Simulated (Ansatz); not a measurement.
H2Cl2Si (SMILES Cl[SiH2]Cl), singlet, at a GFN2-xTB geometry. Base run: Ansatz (a quantum-chemistry and plane-wave program) with PBE0/3-21G.

The Ansatz input:
Ansatz 0.2 input:
```yaml
crystal:
  periodic: [false, false, false]
  atoms:
    - {symbol: Si, position_ang: [-0.02936543, -0.75380550, 0.03346055]}
    - {symbol: Cl, position_ang: [1.65605635, 0.34030246, 0.02683298]}
    - {symbol: Cl, position_ang: [-1.62471822, 0.46414191, -0.06254134]}
    - {symbol: H, position_ang: [-0.09164621, -1.50633088, 1.27695919]}
    - {symbol: H, position_ang: [-0.02998600, -1.61594636, -1.13836493]}
basis:
  gaussian:
    orbitals: 3-21G.json
hamiltonian:
  xc: pbe0
```
The basis file holds 3-21G in the JSON format of the Basis Set Exchange.

The bond that is stretched is that between atoms 3 and 1. A test that says stable can miss a lower solution.

Each row names what was changed in the base input (with any setting that the change needs).

```tsv
change	ΔE vs base (eV)	<S^2>	stability test says
base	0.00	0.000	minimum (restricted orbitals)
spin_polarized = on; lower_state_search = off	0.00	0.000	undecided (no full test)
spin_polarized = on; lower_state_search = standard	0.00	0.000	minimum
bond × 1.25	0.35	0.000	minimum (restricted orbitals)
spin_polarized = on; lower_state_search = off; bond × 1.25	0.35	0.000	undecided (no full test)
spin_polarized = on; lower_state_search = standard; bond × 1.25	0.35	0.000	minimum
bond × 1.5	1.72	0.000	minimum (restricted orbitals)
spin_polarized = on; lower_state_search = off; bond × 1.5	1.72	0.000	undecided (no full test)
spin_polarized = on; lower_state_search = standard; bond × 1.5	1.72	0.000	minimum
bond × 1.8	3.07	0.000	minimum (restricted orbitals)
spin_polarized = on; lower_state_search = off; bond × 1.8	3.07	0.000	undecided (no full test)
spin_polarized = on; lower_state_search = standard; bond × 1.8	2.93	0.457	minimum
bond × 2.2	4.11	0.000	minimum (restricted orbitals)
spin_polarized = on; lower_state_search = off; bond × 2.2	4.11	0.000	undecided (no full test)
spin_polarized = on; lower_state_search = standard; bond × 2.2	3.50	0.787	minimum
bond × 3.0	4.79	0.000	minimum (restricted orbitals)
spin_polarized = on; lower_state_search = off; bond × 3.0	3.70	0.939	undecided (no full test)
spin_polarized = on; lower_state_search = standard; bond × 3.0	3.70	0.939	minimum
```

Where a bond breaks into two radicals, a solution with restricted orbitals usually stops being the lowest and lies too high; an unrestricted one lies lower at the price of spin contamination, which <S^2> shows.
